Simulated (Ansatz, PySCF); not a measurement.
Molecule: sum formula H4BPO2, charge 0, multiplicity 1. 
Coordinates optimised at B3LYP-D3(BJ)/def2-TZVP (Ansatz, an electronic-structure program):
```
B
O 1 1.3600
H 2 0.9657 1 112.68
O 1 1.3691 2 118.34 3 -0.10
H 4 0.9606 1 115.17 2 179.05
P 1 1.9451 2 117.74 3 -175.22
H 6 1.4144 1 96.29 2 -47.31
H 6 1.4187 7 95.01 1 97.25
```
Charge 0, spin multiplicity 1.

PBE beside other levels, property by property. Cores are frozen in the correlated levels unless marked. UHF or UKS for open shells. No spin-orbit coupling. Non-relativistic. Basis-set limits of correlation are two-point, X^-3; Hartree-Fock from the larger set. [CCSD(T)-MP2]/basis is that difference in the basis named. Rows marked 298 K are enthalpies with B3LYP-D3(BJ) harmonic zero-point and thermal terms from PySCF. Atomisation energies are electronic, to ground-state atoms; the column to compare with has the core term from cc-pwCVTZ added, other frozen-core levels have none. Vertical energies are electronic, to the SCF solution reached for that spin. Anions need diffuse functions, of which def2-TZVPD holds fewer than the aug- sets. The coupled-cluster column (Ansatz) is a level with limits of its own: (a) RI-MP2/CBS(aug-cc-pV(T+d)Z,aug-cc-pV(Q+d)Z)+[CCSD(T)-MP2]/aug-cc-pV(T+d)Z; (b) CCSD(T)/CBS(aug-cc-pV(T+d)Z,aug-cc-pV(Q+d)Z).

```
property                                                                  PBE/def2-TZVPD (Ansatz)  wB97M-V/def2-TZVPD (Ansatz)  B2PLYP/def2-TZVPD (Ansatz)  CCSD(T)/aug-cc-pV(D+d)Z (Ansatz)  coupled cluster
------------------------------------------------------------------------  -----------------------  ---------------------------  --------------------------  --------------------------------  ---------------
deprotonation enthalpy (H-O bond), 298 K, to [O-]B(O)P + H+ (kcal/mol)                      344.2                        345.8                       345.8                             346.8        348.3 (b)
atomisation energy (kcal/mol)                                                               726.4                        719.5                       705.6                             660.9        718.0 (b)
vertical ionisation energy to the doublet (eV)                                               9.56                         9.81                        9.71                              9.68         9.92 (a)
H-P bond dissociation enthalpy, 298 K, to OB(O)[PH] + H atom (kcal/mol)                      80.6                         84.3                        81.9                              80.1         84.5 (b)
deprotonation enthalpy (H-P bond), 298 K, to OB(O)[PH-] + H+ (kcal/mol)                     352.8                        352.8                       354.5                             352.9        353.9 (b)
B-P bond dissociation enthalpy, 298 K, to O[B]O + [PH2] (PH2) (kcal/mol)                     83.4                         89.5                        83.6                              84.1         88.3 (a)
```

As the rows show:
- deprotonation enthalpy (H-O bond), 298 K, to [O-]B(O)P + H+: PBE lies 4.1 kcal/mol below coupled cluster.
- atomisation energy: PBE lies 8.4 kcal/mol above coupled cluster.
- vertical ionisation energy to the doublet: PBE lies 0.36 eV below coupled cluster.
- H-P bond dissociation enthalpy, 298 K, to OB(O)[PH] + H atom: PBE lies 3.9 kcal/mol below coupled cluster.
- deprotonation enthalpy (H-P bond), 298 K, to OB(O)[PH-] + H+: PBE lies 1.1 kcal/mol below coupled cluster.
- B-P bond dissociation enthalpy, 298 K, to O[B]O + [PH2] (PH2): PBE lies 4.9 kcal/mol below coupled cluster.
